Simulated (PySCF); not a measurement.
Structure and specific rotation at 589.3 nm (origin-invariant length gauge)

Method: TDDFT CAM-B3LYP/def2-SVPD circular dichroism and optical rotation, one conformer, gas phase in PySCF. Geometry: GFN2-xTB.

Each molecule in one low-energy conformer. The parent is N#CC[Si@@H](F)[Si@H](F)[SiH3].

The molecule is flexible and this is one conformer; a measurement averages over conformers.

(1) How does the specific rotation at 589.3 nm (origin-invariant length gauge) change along this series?
- N#CC[Si@@H](F)[Si@H](F)[SiH3] (base)
- N#CC[Si@H](F)[Si@H](F)[SiH3] (diastereomer)

Results:

(1) 
```csv
molecule,[α]589 (deg dm⁻¹ (g/mL)⁻¹),S1 (eV),"R(S1), velocity form (10⁻⁴⁰ esu² cm²)"
N#CC[Si@@H](F)[Si@H](F)[SiH3],-161.4,5.56,+33.2
N#CC[Si@H](F)[Si@H](F)[SiH3],+234.8,5.81,-21.1
```
The specific rotation at 589.3 nm (origin-invariant length gauge) is lowest for N#CC[Si@@H](F)[Si@H](F)[SiH3] and highest for N#CC[Si@H](F)[Si@H](F)[SiH3].
